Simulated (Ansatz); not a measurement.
Born–Oppenheimer molecular dynamics of CH$_{5}$ClOSi (9 atoms, charge 0, multiplicity 1). It starts from a relaxed structure.

Method: RKS revPBE-D4/6-31G in Ansatz 0.2.0.

```json
{"ensemble": "NVE (velocity Verlet)", "time step": "0.25 fs", "steps asked": "150", "starting velocities drawn for": "50 K", "masses": "H 10 u", "seed": "147271"}
```

Frames 1.25 fs apart, positions in Å.

Velocities at 2.5 fs (Å/ps):

```
Si -0.26 1.35 0.70
O 0.28 -0.46 -2.50
C -2.79 0.36 2.21
H -0.79 0.15 1.10
H 1.54 -2.39 0.07
H 0.64 1.47 2.44
Cl -0.15 -0.05 -0.35
H -0.05 -0.10 0.34
H 2.82 -2.45 -3.33
```

```xyz
9
Properties=species:S:1:pos:R:3 time_fs=2.5 energy_less_start_eV=0.006 T=44
Si -0.179 0.199 -0.095
O -0.858 0.587 1.446
C -1.081 -0.429 2.501
H -1.639 -1.298 2.107
H -0.103 -0.778 2.904
H -1.655 0.067 3.291
Cl 1.896 -0.549 0.103
H -0.139 1.489 -0.855
H -0.922 -0.938 -0.786
9
Properties=species:S:1:pos:R:3 time_fs=3.75 energy_less_start_eV=0.011 T=38
Si -0.180 0.201 -0.094
O -0.857 0.586 1.443
C -1.084 -0.429 2.504
H -1.640 -1.297 2.109
H -0.101 -0.781 2.904
H -1.654 0.069 3.294
Cl 1.896 -0.549 0.103
H -0.139 1.489 -0.855
H -0.918 -0.941 -0.790
9
Properties=species:S:1:pos:R:3 time_fs=5 energy_less_start_eV=0.017 T=32
Si -0.180 0.202 -0.094
O -0.857 0.586 1.440
C -1.086 -0.428 2.506
H -1.641 -1.297 2.110
H -0.100 -0.784 2.904
H -1.653 0.071 3.297
Cl 1.895 -0.549 0.102
H -0.139 1.489 -0.854
H -0.914 -0.943 -0.794
9
Properties=species:S:1:pos:R:3 time_fs=6.25 energy_less_start_eV=0.021 T=27
Si -0.180 0.204 -0.093
O -0.857 0.585 1.438
C -1.088 -0.428 2.508
H -1.642 -1.297 2.112
H -0.100 -0.786 2.904
H -1.653 0.073 3.300
Cl 1.895 -0.549 0.102
H -0.139 1.490 -0.854
H -0.911 -0.946 -0.798
9
Properties=species:S:1:pos:R:3 time_fs=7.5 energy_less_start_eV=0.024 T=24
Si -0.180 0.205 -0.093
O -0.858 0.584 1.437
C -1.088 -0.428 2.510
H -1.644 -1.297 2.113
H -0.100 -0.788 2.903
H -1.652 0.075 3.304
Cl 1.895 -0.549 0.101
H -0.139 1.490 -0.854
H -0.907 -0.948 -0.802
9
Properties=species:S:1:pos:R:3 time_fs=8.75 energy_less_start_eV=0.024 T=24
Si -0.180 0.205 -0.093
O -0.859 0.583 1.437
C -1.087 -0.428 2.511
H -1.645 -1.296 2.115
H -0.101 -0.790 2.902
H -1.652 0.077 3.307
Cl 1.895 -0.549 0.101
H -0.139 1.490 -0.854
H -0.903 -0.950 -0.805
9
Properties=species:S:1:pos:R:3 time_fs=10 energy_less_start_eV=0.023 T=25
Si -0.181 0.206 -0.093
O -0.860 0.582 1.437
C -1.085 -0.428 2.512
H -1.647 -1.296 2.116
H -0.103 -0.791 2.901
H -1.652 0.080 3.310
Cl 1.895 -0.549 0.101
H -0.139 1.491 -0.853
H -0.899 -0.951 -0.808
9
Properties=species:S:1:pos:R:3 time_fs=11.25 energy_less_start_eV=0.020 T=28
Si -0.181 0.206 -0.094
O -0.861 0.581 1.438
C -1.083 -0.428 2.513
H -1.649 -1.296 2.118
H -0.105 -0.792 2.900
H -1.651 0.082 3.313
Cl 1.895 -0.549 0.100
H -0.140 1.492 -0.853
H -0.894 -0.952 -0.811
9
Properties=species:S:1:pos:R:3 time_fs=12.5 energy_less_start_eV=0.018 T=30
Si -0.181 0.206 -0.095
O -0.863 0.579 1.440
C -1.081 -0.428 2.513
H -1.651 -1.295 2.120
H -0.108 -0.792 2.899
H -1.650 0.084 3.315
Cl 1.894 -0.549 0.100
H -0.140 1.493 -0.853
H -0.890 -0.953 -0.814
9
Properties=species:S:1:pos:R:3 time_fs=13.75 energy_less_start_eV=0.016 T=32
Si -0.181 0.205 -0.096
O -0.865 0.578 1.443
C -1.078 -0.428 2.513
H -1.653 -1.294 2.122
H -0.111 -0.793 2.898
H -1.649 0.086 3.317
Cl 1.894 -0.549 0.099
H -0.140 1.494 -0.853
H -0.886 -0.953 -0.816
9
Properties=species:S:1:pos:R:3 time_fs=15 energy_less_start_eV=0.016 T=33
Si -0.181 0.204 -0.097
O -0.867 0.576 1.445
C -1.076 -0.428 2.513
H -1.655 -1.293 2.124
H -0.114 -0.793 2.897
H -1.648 0.087 3.318
Cl 1.894 -0.549 0.099
H -0.140 1.495 -0.853
H -0.881 -0.953 -0.818
9
Properties=species:S:1:pos:R:3 time_fs=16.25 energy_less_start_eV=0.015 T=33
Si -0.181 0.203 -0.099
O -0.869 0.575 1.448
C -1.074 -0.428 2.513
H -1.657 -1.292 2.126
H -0.117 -0.793 2.896
H -1.646 0.088 3.319
Cl 1.894 -0.549 0.099
H -0.140 1.497 -0.853
H -0.876 -0.952 -0.820
```

Of the whole run (38 fs, mean temperature of the second half 27 K): The conserved energy stayed within 0.0015 meV per atom of its start (net change 0.00033 meV per atom), so the integration is sound. A run of 0.037 ps of so small a system gives no equilibrium averages. Limits of this set-up: no polarisation functions.

Run time: 4.4 min on 1 thread of Arm Neoverse V2 (shared host), peak memory 0.1 GiB.
